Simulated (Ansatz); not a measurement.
Level of theory: PBE-D3(BJ)/def2-SVP run with Ansatz (an electronic-structure program). No frequencies were computed at this level.

Ansatz 0.2 input:
```yaml
crystal:
  periodic: [false, false, false]
  atoms:
    - { symbol: Mo, position_ang: [0.269764, -0.140472, 0.101098] }
    - { symbol: Cl, position_ang: [0.105731, -0.54087, 2.360512] }
    - { symbol: Cl, position_ang: [1.693839, -0.393748, -1.689314] }
    - { symbol: C, position_ang: [-1.914175, -0.145223, 0.432143] }
    - { symbol: H, position_ang: [-2.284082, 0.743613, 0.954074] }
    - { symbol: H, position_ang: [-2.261641, -0.999247, 1.01957] }
    - { symbol: H, position_ang: [-2.442349, -0.190453, -0.52439] }
    - { symbol: C, position_ang: [-0.467046, 1.381852, -1.31964] }
    - { symbol: H, position_ang: [-1.164171, 2.060717, -0.820471] }
    - { symbol: H, position_ang: [-0.998191, 0.962093, -2.180614] }
    - { symbol: H, position_ang: [0.328014, 2.005114, -1.737494] }
    - { symbol: C, position_ang: [0.277976, -2.325513, -0.067935] }
    - { symbol: H, position_ang: [-0.390008, -2.806487, 0.649504] }
    - { symbol: H, position_ang: [1.278437, -2.739144, 0.097569] }
    - { symbol: H, position_ang: [-0.038581, -2.63022, -1.07405] }
    - { symbol: C, position_ang: [1.795257, 1.248576, 0.84098] }
    - { symbol: H, position_ang: [2.249812, 1.838731, 0.042767] }
    - { symbol: H, position_ang: [2.607533, 0.722107, 1.353235] }
    - { symbol: H, position_ang: [1.353861, 1.948578, 1.562462] }
basis:
  gaussian: { orbitals: def2-svp }
hamiltonian:
  xc: pbe
  dispersion: d3bj
relax:
  max_steps: 150
```

Output:

```
Functional definition: PBE
2021 factors; their error is unknown
mean field evaluation 1: about -31187.3876 eV, gradient 1.1e2 eV
mean field evaluation 2: about -30989.9767 eV, gradient 2.4e2 eV
mean field evaluation 4: about -31212.8670 eV, gradient 4.8e1 eV
mean field evaluation 8: about -31218.6434 eV, gradient 3.6e0 eV
mean field evaluation 16: about -31218.5750 eV, gradient 2.7e-1 eV
mean field evaluation 32: about -31217.2719 eV, gradient 2.3e1 eV
mean field -31218.57517560 eV, -1147.2614769932 hartree, gradient 1.6e-5 eV, S^2 0.000000; 1 other end points of the search recorded, 0 dependent functions left out
reference -31218.57524998 eV, -1147.2614797265 hartree; 42, 42 occupied and 141, 141 virtual orbitals, 2021 factors
relax step   1: F+E_penalty+E_count = -31219.24205484 eV  Δ(F+E_penalty+E_count) = +0.000e0 eV  max|allowed force component| = 6.635e-1 eV/Å  Δτ_max = 0.0000 Å  (57 SCF iters, accepted)
these checks for a lower state are left out or cut short: starts, cluster_reference, orbital_swaps, neighbouring_geometries, increment
2021 factors; their error is unknown
mean field -31218.70745097 eV, -1147.2663380230 hartree, gradient 3.6e-5 eV, S^2 0.000000; 0 other end points of the search recorded, 0 dependent functions left out
reference -31218.70752788 eV, -1147.2663408497 hartree; 42, 42 occupied and 141, 141 virtual orbitals, 2021 factors
relax step   2: F+E_penalty+E_count = -31219.39159203 eV  Δ(F+E_penalty+E_count) = -1.495e-1 eV  max|allowed force component| = 6.029e-1 eV/Å  Δτ_max = 0.1943 Å  (34 SCF iters, accepted)
these checks for a lower state are left out or cut short: starts, cluster_reference, orbital_swaps, neighbouring_geometries, increment
2021 factors; their error is unknown
mean field -31218.80149718 eV, -1147.2697941575 hartree, gradient 1.4e-5 eV, S^2 0.000000; 0 other end points of the search recorded, 0 dependent functions left out
reference -31218.80157412 eV, -1147.2697969850 hartree; 42, 42 occupied and 141, 141 virtual orbitals, 2021 factors
relax step   3: F+E_penalty+E_count = -31219.48277874 eV  Δ(F+E_penalty+E_count) = -9.119e-2 eV  max|allowed force component| = 1.394e-1 eV/Å  Δτ_max = 0.0984 Å  (34 SCF iters, accepted)
these checks for a lower state are left out or cut short: starts, cluster_reference, orbital_swaps, neighbouring_geometries, increment
2021 factors; their error is unknown
mean field -31218.79912106 eV, -1147.2697068368 hartree, gradient 7.7e-6 eV, S^2 0.000000; 0 other end points of the search recorded, 0 dependent functions left out
reference -31218.79919809 eV, -1147.2697096677 hartree; 42, 42 occupied and 141, 141 virtual orbitals, 2021 factors
relax step   4: F+E_penalty+E_count = -31219.47895974 eV  Δ(F+E_penalty+E_count) = +3.819e-3 eV  max|allowed force component| = 3.840e-1 eV/Å  Δτ_max = 0.0837 Å  (34 SCF iters, rejected (line search))
these checks for a lower state are left out or cut short: starts, cluster_reference, orbital_swaps, neighbouring_geometries, increment
2021 factors; their error is unknown
mean field -31218.80972639 eV, -1147.2700965757 hartree, gradient 8.3e-6 eV, S^2 0.000000; 0 other end points of the search recorded, 0 dependent functions left out
reference -31218.80980345 eV, -1147.2700994075 hartree; 42, 42 occupied and 141, 141 virtual orbitals, 2021 factors
relax step   5: F+E_penalty+E_count = -31219.48962012 eV  Δ(F+E_penalty+E_count) = -6.841e-3 eV  max|allowed force component| = 3.669e-2 eV/Å  Δτ_max = 0.0396 Å  (35 SCF iters, accepted)
these checks for a lower state are left out or cut short: starts, cluster_reference, orbital_swaps, neighbouring_geometries, increment
2021 factors; their error is unknown
mean field evaluation 64: about -31218.8105 eV, gradient 2.9e-4 eV
mean field -31218.81053933 eV, -1147.2701264506 hartree, gradient 7.7e-6 eV, S^2 0.000000; 0 other end points of the search recorded, 0 dependent functions left out
reference -31218.81061661 eV, -1147.2701292907 hartree; 42, 42 occupied and 141, 141 virtual orbitals, 2021 factors
relax step   6: F+E_penalty+E_count = -31219.49074246 eV  Δ(F+E_penalty+E_count) = -1.122e-3 eV  max|allowed force component| = 3.338e-2 eV/Å  Δτ_max = 0.0342 Å  (35 SCF iters, accepted)
these checks for a lower state are left out or cut short: starts, cluster_reference, orbital_swaps, neighbouring_geometries, increment
2021 factors; their error is unknown
mean field -31218.81109144 eV, -1147.2701467404 hartree, gradient 1.1e-5 eV, S^2 0.000000; 0 other end points of the search recorded, 0 dependent functions left out
reference -31218.81116894 eV, -1147.2701495884 hartree; 42, 42 occupied and 141, 141 virtual orbitals, 2021 factors
relax step   7: F+E_penalty+E_count = -31219.49149586 eV  Δ(F+E_penalty+E_count) = -7.534e-4 eV  max|allowed force component| = 3.014e-2 eV/Å  Δτ_max = 0.0393 Å  (35 SCF iters, accepted)
these checks for a lower state are left out or cut short: starts, cluster_reference, orbital_swaps, neighbouring_geometries, increment
2021 factors; their error is unknown
mean field -31218.81149108 eV, -1147.2701614269 hartree, gradient 7.5e-6 eV, S^2 0.000000; 0 other end points of the search recorded, 0 dependent functions left out
reference -31218.81156875 eV, -1147.2701642809 hartree; 42, 42 occupied and 141, 141 virtual orbitals, 2021 factors
relax step   8: F+E_penalty+E_count = -31219.49194263 eV  Δ(F+E_penalty+E_count) = -4.468e-4 eV  max|allowed force component| = 3.227e-2 eV/Å  Δτ_max = 0.0320 Å  (35 SCF iters, accepted)
these checks for a lower state are left out or cut short: starts, cluster_reference, orbital_swaps, neighbouring_geometries, increment
2021 factors; their error is unknown
mean field -31218.81160514 eV, -1147.2701656184 hartree, gradient 1.1e-5 eV, S^2 0.000000; 0 other end points of the search recorded, 0 dependent functions left out
reference -31218.81168289 eV, -1147.2701684756 hartree; 42, 42 occupied and 141, 141 virtual orbitals, 2021 factors
relax step   9: F+E_penalty+E_count = -31219.49212421 eV  Δ(F+E_penalty+E_count) = -1.816e-4 eV  max|allowed force component| = 1.960e-2 eV/Å  Δτ_max = 0.0195 Å  (35 SCF iters, accepted)
these checks for a lower state are left out or cut short: starts, cluster_reference, orbital_swaps, neighbouring_geometries, increment
2021 factors; their error is unknown
mean field -31218.81158119 eV, -1147.2701647382 hartree, gradient 8.0e-6 eV, S^2 0.000000; 0 other end points of the search recorded, 0 dependent functions left out
reference -31218.81165897 eV, -1147.2701675964 hartree; 42, 42 occupied and 141, 141 virtual orbitals, 2021 factors
relax step  10: F+E_penalty+E_count = -31219.49212614 eV  Δ(F+E_penalty+E_count) = -1.929e-6 eV  max|allowed force component| = 1.047e-2 eV/Å  Δτ_max = 0.0112 Å  (36 SCF iters, accepted)
these checks for a lower state are left out or cut short: starts, cluster_reference, orbital_swaps, neighbouring_geometries, increment
2021 factors; their error is unknown
mean field evaluation 96: about -31218.9103 eV, gradient 4.1e-1 eV
mean field -31218.81161495 eV, -1147.2701659790 hartree, gradient 1.1e-5 eV, S^2 0.000000; 0 other end points of the search recorded, 0 dependent functions left out
reference -31218.81169272 eV, -1147.2701688370 hartree; 42, 42 occupied and 141, 141 virtual orbitals, 2021 factors
relax step  11: F+E_penalty+E_count = -31219.49217370 eV  Δ(F+E_penalty+E_count) = -4.755e-5 eV  max|allowed force component| = 7.505e-3 eV/Å  Δτ_max = 0.0050 Å  (28 SCF iters, accepted)
2021 factors; their error is unknown
mean field evaluation 128: about -31218.8116 eV, gradient 4.8e-5 eV
mean field -31218.81161495 eV, -1147.2701659790 hartree, gradient 1.3e-5 eV, S^2 0.000000; 2 other end points of the search recorded, 0 dependent functions left out
reference -31218.81169272 eV, -1147.2701688370 hartree; 42, 42 occupied and 141, 141 virtual orbitals, 2021 factors
Total energy: -31219.49225147 eV, -1147.2951789095 hartree
Atom 0 at     0.260957    -0.136351     0.098855 Å, force    -0.006595    -0.006221    -0.007505 eV/Å
Atom 1 at     0.063051    -0.448082     2.415930 Å, force    -0.001539     0.000619    -0.000010 eV/Å
Atom 2 at     1.635445    -0.433382    -1.780087 Å, force     0.001772    -0.000576    -0.001784 eV/Å
Atom 3 at    -1.893562    -0.191306     0.329390 Å, force    -0.003074     0.002913     0.002558 eV/Å
Atom 4 at    -2.288870     0.731693     0.795206 Å, force     0.001014    -0.003663    -0.001415 eV/Å
Atom 5 at    -2.171761    -1.054120     0.961938 Å, force     0.000090     0.001497    -0.000314 eV/Å
Atom 6 at    -2.313488    -0.313615    -0.689575 Å, force     0.003799     0.001012     0.003209 eV/Å
Atom 7 at    -0.477502     1.422816    -1.214088 Å, force    -0.001143     0.004875    -0.000491 eV/Å
Atom 8 at    -1.102863     2.088291    -0.585067 Å, force     0.001726    -0.002706    -0.001477 eV/Å
Atom 9 at    -1.077545     1.016504    -2.050795 Å, force     0.002779     0.000265     0.003939 eV/Å
Atom 10 at     0.376814     1.986041    -1.632124 Å, force    -0.001535    -0.000777     0.000026 eV/Å
Atom 11 at     0.271115    -2.280257    -0.025896 Å, force     0.002701     0.001077     0.001696 eV/Å
Atom 12 at    -0.406130    -2.693276     0.744051 Å, force    -0.000075    -0.000568     0.000798 eV/Å
Atom 13 at     1.307517    -2.629104     0.154450 Å, force    -0.000916    -0.001360    -0.000010 eV/Å
Atom 14 at    -0.056045    -2.568079    -1.043931 Å, force     0.000629     0.001630    -0.000124 eV/Å
Atom 15 at     1.780417     1.214838     0.790485 Å, force     0.000118     0.001846     0.000078 eV/Å
Atom 16 at     2.208282     1.757063    -0.072571 Å, force     0.000431     0.000043     0.000367 eV/Å
Atom 17 at     2.568067     0.616645     1.290650 Å, force     0.000218     0.000591    -0.000284 eV/Å
Atom 18 at     1.316083     1.913684     1.513184 Å, force    -0.000401    -0.000498     0.000743 eV/Å
Dipole moment:    -0.178539     0.091415    -0.064996 e Å
```

Cost: very roughly 110 core-seconds.
